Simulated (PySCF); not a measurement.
ClH₂NOSW, SMILES [O]=[W]([Cl])(=[NH])[SH], multiplicity 1.

Geometry optimised at B3LYP-D3(BJ)/def2-SVP. The multiplicity is an assumed one; no other spin state was optimised. The structure was generated by enumeration; whether it is a known compound was not checked. The def2 effective core potentials stand for the cores of W; spin–orbit coupling is left out. One conformer was computed; it need not be the lowest.

Two levels are set side by side: PBE/def2-TZVP (PySCF) and ωB97X/def2-TZVP (PySCF). Same geometry, gas phase. Differences are taken from unrounded values.

```tsv
quantity	ωB97X
orbital gap (eV)	9.78
highest occupied level (eV)	-10.51
lowest empty level (eV)	-0.73
dipole moment (D)	2.46
mean polarisability (bohr³)	80.1
```

What does PBE give, and how far is it from ωB97X? (Estimate from the structure and the level; the computed values follow.)


```json
[
 {"quantity": "orbital gap (eV)", "PBE": "3.65", "PBE minus ωB97X": "-6.13"},
 {"quantity": "highest occupied level (eV)", "PBE": "-7.00", "PBE minus ωB97X": "3.51"},
 {"quantity": "lowest empty level (eV)", "PBE": "-3.35", "PBE minus ωB97X": "-2.62"},
 {"quantity": "dipole moment (D)", "PBE": "2.32", "PBE minus ωB97X": "-0.14"},
 {"quantity": "mean polarisability (bohr³)", "PBE": "83.5", "PBE minus ωB97X": "3.4"}
]
```

PBE's occupied levels lie high since its potential decays too fast outside the molecule; exact exchange lowers them and widens the gap. Loosely held outer electrons make PBE densities more polarisable. Differences between two approximate levels are no errors against the true value.

Rough cost on one machine, each run with all the roots and properties that it gave: ωB97X against PBE within a factor of 2.
